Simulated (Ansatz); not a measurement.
B3P2⁺, relaxed as a singlet with RKS PBE-D4/def2-SVP in Ansatz, starting from the PBE-D4/def2-SVP geometry of the neutral doublet. Force threshold 0.02 eV/Å.

A triplet lies near this restricted singlet, and broken spin symmetry wasn't tried. At PBE0-D4/def2-TZVP a triplet of charge 1 lies 0.27 eV below the restricted singlet, each at its own geometry. The structure comes from a short search, and lower isomers may exist.

Start:

```xyz
5

B     0.217    0.110   -1.168
B    -0.186    0.395    0.496
B     0.274   -1.153   -0.142
P    -0.219    1.792   -0.786
P    -0.086   -1.144    1.600
```

Estimate the energy that the relaxation releases and the steps that it takes.

5.6 kcal/mol, in 9 steps; 4.5 s on 4 threads of Arm Neoverse V1 on a shared host. No frequencies were taken in this run, so the end may be a saddle point.

Does the start keep its bonding and symmetry?

By distances, no bond broke or formed. The bond that changes most is B1–B2, from 1.74 to 1.81 Å (atoms count from 1). Point group C2v at the start, C2 at the end, both within 0.05 Å.

Predict the relaxed structure.


```csv
atom,x (Å),y (Å),z (Å)
B1,0.4387,0.1169,-1.1157
B2,-0.2046,0.4354,0.5474
B3,0.0625,-1.1817,-0.2231
P4,-0.3123,1.7249,-0.7876
P5,0.0157,-1.0955,1.5790
```
Bond lengths: 4 × B–P 1.80 to 1.86 Å; 3 × B–B 1.62 to 1.81 Å.
